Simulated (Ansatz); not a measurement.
Frontier orbitals of CH₉FN₂OSi₂, SMILES `CO[Si@@H](N)[Si@H](N)F`.

Charge 0, multiplicity 1. The structure was optimised at the PBE0-D4/def2-TZVP level. It is one conformer, not always the lowest. Basis def2-TZVPP, Ansatz 0.2.0.

A caution on the coupled-cluster cation, which keeps the state that its UHF reference found: it lies well above the hybrids' cation and may not be the lowest state; large T1 diagnostic of the cation.

```tsv
functional	HOMO (eV)	LUMO (eV)	gap (eV)
PBE	-6.07	-0.82	5.25
revPBE	-6.02	-0.70	5.32
B97M-V	-6.48	-0.76	5.72
PBE0	-7.41	0.03	7.44
B3LYP	-7.21	-0.17	7.04
r2SCAN0	-7.60	0.20	7.80
ωB97M-V	-9.54	1.72	11.26
HF	-10.56	3.12	13.68
```

Task: What is the vertical ionisation energy at frozen-core CCSD(T)/CBS(def2)? (Estimate.)

Result: Computed: 9.98 eV (T1 of the cation 0.084).

A quarter of exact exchange (PBE0) shifts PBE's HOMO by −1.33 eV and its LUMO by +0.84 eV; full exchange at long range (ωB97M-V) shifts them by −3.47 and +2.54 eV. The gap opens from 5.26 to 11.26 eV, since occupied levels lose self-interaction and empty ones feel all the electrons. A positive LUMO is unbound and depends on the basis. −ε(HOMO) differs from that ionisation energy by −3.91 eV with PBE and −0.44 eV with ωB97M-V.

B3LYP here is the variant with VWN-RPA as its local correlation; programs differ in this.
